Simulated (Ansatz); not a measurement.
Reaction R1 + R2 → P1, each structure at its B3LYP-D3(BJ)/def2-TZVP stationary point, reached from a drawn start (curvature not checked).
R1, H2O2Si (SMILES O[Si]O) (charge 0, multiplicity 1):
```xyz
5

O      1.126    -0.082    -0.717
Si     0.095    -1.179    -0.022
O     -1.096    -0.288     0.710
H      1.014     0.875    -0.676
H     -1.139     0.675     0.705
```
P1, H2O3Si (SMILES O=[Si](O)O) (charge 0, multiplicity 1, Z-matrix in Å and degrees):
```
Si
O 1 1.5097
O 1 1.6221 2 124.02
H 3 0.9606 1 121.86 2 -180.00
O 1 1.6221 2 124.02 3 -180.00
H 5 0.9606 1 121.86 2 180.00
```
R2: O atom, charge 0, multiplicity 3.

P less R. No zero-point or thermal terms; singlets are restricted closed shells; open shells are unrestricted; no spin–orbit coupling. One arrangement of each flexible species, with no search for the lowest.

Correlated levels freeze the cores.

Run with Ansatz (Gaussian orbitals). No computed number here is a measurement.

Total energies in hartree:

```
structure  PBE/def2-TZVPP  PBE0/def2-TZVPP  CCSD(T)/cc-pV(Q+d)Z
---------  --------------  ---------------  -------------------
R1            -440.983077      -441.003762          -440.650398
P1            -516.210519      -516.227997          -515.853766
R2             -75.009672       -75.018600           -74.993565
```

### Question
Work out the reaction energy at each level in kcal/mol (1 hartree = 627.50947 kcal/mol), and say how far PBE/def2-TZVPP lies from CCSD(T)/cc-pV(Q+d)Z.

### Answer
- PBE/def2-TZVPP: (-516.210519) − (-440.983077) − (-75.009672) = -0.217770 hartree = -136.65 kcal/mol
- PBE0/def2-TZVPP: (-516.227997) − (-441.003762) − (-75.018600) = -0.205635 hartree = -129.04 kcal/mol
- CCSD(T)/cc-pV(Q+d)Z: (-515.853766) − (-440.650398) − (-74.993565) = -0.209803 hartree = -131.65 kcal/mol
PBE/def2-TZVPP less CCSD(T)/cc-pV(Q+d)Z: -5.00 kcal/mol. CCSD(T)/cc-pV(Q+d)Z is the level counted from, the highest shown, and no exact or measured value.

Ansatz is a program for electronic structure.
